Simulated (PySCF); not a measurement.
Ge(H)2(Br)(Me) (CH5BrGe), SMILES [CH3][GeH2][Br]. Geometry: ωB97X-D3(BJ)/def2-SVP.

Computed equilibrium geometry at ωB97X-D3(BJ)/def2-SVP (PySCF confirms it by a frequency run) as bond lengths and angles:
Atoms: Ge1 C2 Br3 H4 H5 H6 H7 H8. Bond lengths (Å): Ge1–C2 1.940, Ge1–Br3 2.311, Ge1–H4 1.534, Ge1–H5 1.534, C2–H6 1.100, C2–H7 1.101, C2–H8 1.100. Angles (°): C2–Ge1–Br3 107.4, C2–Ge1–H4 112.6, C2–Ge1–H5 112.5, Br3–Ge1–H4 106.6, Br3–Ge1–H5 106.5, H4–Ge1–H5 110.8, Ge1–C2–H6 109.9, Ge1–C2–H7 110.3, Ge1–C2–H8 109.9, H6–C2–H7 109.0, H6–C2–H8 108.8, H7–C2–H8 109.0.
Charge 0, spin multiplicity 1.
